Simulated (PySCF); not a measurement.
## How methods differ on the interval between two levels of Au

Au [Xe] 4f14 5d10 6s1 [2S1/2, M_J = 1/2] → Au [Xe] 4f14 5d9 6s1 7s1 [4D7/2, M_J = 7/2], as a difference of total energies. All numbers are calculated (PySCF 2.14, the two-component X2C-1e Hamiltonian, in x2c-SVPall-2c with one added diffuse shell each of s, d type (8s9p10d2f, 99 functions)). Correlated levels: [Kr] 4d10 4f14 frozen; the 22 highest virtual spinors dropped. "Screened" scales the spin-orbit matrix elements by Boettger's factors to mimic the two-electron term; Breit and QED terms are absent.

| method | interval between two levels (cm⁻¹) |
| --- | --- |
| GHF (spin-free) | 60975 |
| GMP2 (spin-free) | 72188 |
| GHF (screened spin-orbit) | 55779 |
| GMP2 (screened spin-orbit) | 66940 |

The labels give the starting determinants; with spin-orbit coupling the two ends relaxed to ⟨J²⟩ = 0.75, ⟨L²⟩ = 0.15, ⟨S²⟩ = 0.90 and ⟨J²⟩ = 15.76, ⟨L²⟩ = 6.14, ⟨S²⟩ = 3.89.
